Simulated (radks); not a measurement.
Question: Species: Mn+. Configuration: [Ne] 3s2 3p5 3d6 4s1 (not the ground configuration). All-electron calculation, scalar-relativistic Kohn-Sham, PBE, spin-polarised, spherical densities, finite nucleus; open shells are filled with parallel spins first; Fermi nuclear charge, rms radius 3.7057 fm. Program: a radial shooting solver on a logarithmic mesh with Libxc functionals. Some entries of the table are withheld. Estimate them.

orbital  occ.  eigenvalue (eV)  <r> (bohr)  <r^2> (bohr^2)
1s up       1        -6442.132     0.06090        0.004987
1s down     1        -6441.659     0.06090        0.004987
2s up       1        -754.2528      0.2795         0.09230
2s down     1        -752.1447      0.2790         0.09194
2p up       3        -640.7046      0.2471         0.07513
2p down     3        -638.8407      0.2466         0.07478
3s up       1         -97.2427      0.8485          0.8307
3s down     1         -91.2664      0.8532          0.8408
3p up       3         -65.8898      0.8984          0.9508
3p down     2         -60.0689      0.9071          0.9715
3d up       5         -17.4963       1.138           1.684
4s up       1         -12.7424         (1)           8.482
3d down     1         -12.3644       1.225           2.009
4s down     0         -10.4578         (2)           9.383
4p up       0          -7.7758       3.410           13.39
4p down     0          -5.9574       3.673           15.63

Answer: 
(1) 4s up <r> (bohr): 2.725
(2) 4s down <r> (bohr): 2.862
